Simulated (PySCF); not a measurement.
CH₅CdNO, SMILES C[O][Cd][NH2].

Geometry: PBE-D3(BJ)/def2-SVP. The structure was generated by enumeration; whether it is a known compound was not checked. The def2 effective core potentials stand for the cores of Cd; spin–orbit coupling is left out. Other conformers were not sampled.

These are PBE-D3(BJ)/def2-SVP (PySCF) values and carry that method's errors.

Frequencies are harmonic and unscaled.

```tsv
mode	ν (cm⁻¹)	IR (km/mol)	moving atoms (share of kinetic energy)
1	79	15.6	H 71 %, N 18 %
2	96	3.9	N 41 %, H 21 %, C 21 %, Cd 17 %
3	120	18.2	H 89 %
4	153	7.5	O 38 %, H 36 %, Cd 14 %, N 12 %
5	227	7.4	C 31 %, O 31 %, H 19 %, Cd 15 %
6	468	1.6	O 46 %, N 41 %
7	564	109.7	N 38 %, O 25 %, Cd 18 %, H 15 %
8	632	49.7	H 76 %, N 17 %
9	802	14.3	H 92 %
10	1087	215.0	O 49 %, C 45 %
11	1128	0.1	H 77 %, C 19 %
12	1146	1.2	H 72 %, C 20 %
13	1414	0.5	H 96 %
14	1417	11.1	H 94 %
15	1430	65.7	H 90 %, C 9 %
16	1486	3.6	H 92 %, N 8 %
17	2860	172.6	H 97 %
18	2910	74.4	H 90 %, C 10 %
19	2958	52.7	H 91 %, C 9 %
20	3385	5.3	H 96 %
21	3482	3.7	H 92 %, N 8 %
```
